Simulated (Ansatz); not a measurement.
Ansatz (a first-principles code) input file for CH₆GeOSi, SMILES [SiH3][Ge][O]C (connectivity only; charge and spin as stated), neutral, multiplicity 1, PBE/def2-SVPD. Coordinates come from a B3LYP-D3(BJ)/def2-SVP optimisation. The structure was generated by enumeration; whether it is a known compound was not checked. The values are those of a single conformer.

Ansatz 0.2 input:
```yaml
crystal:
  periodic: [false, false, false]
  atoms:
    - {symbol: Ge, position_ang: [0.94557943, 0.15523579, 0.00000000]}
    - {symbol: O, position_ang: [-0.20850523, 1.52356986, -0.00000000]}
    - {symbol: C, position_ang: [-1.61258802, 1.59895321, 0.00000000]}
    - {symbol: H, position_ang: [-2.09672279, 0.60512358, -0.00000000]}
    - {symbol: H, position_ang: [-1.95597028, 2.15088432, -0.89217007]}
    - {symbol: H, position_ang: [-1.95597028, 2.15088432, 0.89217006]}
    - {symbol: Si, position_ang: [-0.69951786, -1.78447225, 0.00000000]}
    - {symbol: H, position_ang: [-1.59147258, -1.80227207, 1.20590202]}
    - {symbol: H, position_ang: [-1.59147259, -1.80227207, -1.20590202]}
    - {symbol: H, position_ang: [0.06988677, -3.06955992, -0.00000001]}
basis:
  gaussian:
    orbitals: def2-SVPD
hamiltonian:
  xc: {name: PBE}
```

It prints:

```
WARN ansatz: RAYON_NUM_THREADS=1 ignored (pool sized by the plan → 1); use --threads N
Functional definition: PBE
integrals: 0.09 GiB planned
1375 factors; their error is unknown
mean field: 0.57 GiB planned
mean field evaluation 1: about -67540.3398 eV, gradient 6.3e1 eV
mean field evaluation 2: about -67432.4007 eV, gradient 2.0e2 eV
mean field evaluation 4: about -67548.0371 eV, gradient 2.4e1 eV
mean field evaluation 8: about -67549.1643 eV, gradient 6.5e-2 eV
mean field evaluation 16: about -67549.1238 eV, gradient 7.3e-5 eV
mean field -67549.12380699 eV, -2482.3845134662 hartree, gradient 7.2e-5 eV, S^2 0.000000; 0 other end points of the search recorded, 0 dependent functions left out
reference -67549.12385507 eV, -2482.3845152331 hartree; 33, 33 occupied and 120, 120 virtual orbitals, 1375 factors
Total energy: -67549.12385507 eV, -2482.3845152331 hartree
```

Self-consistency was reached.
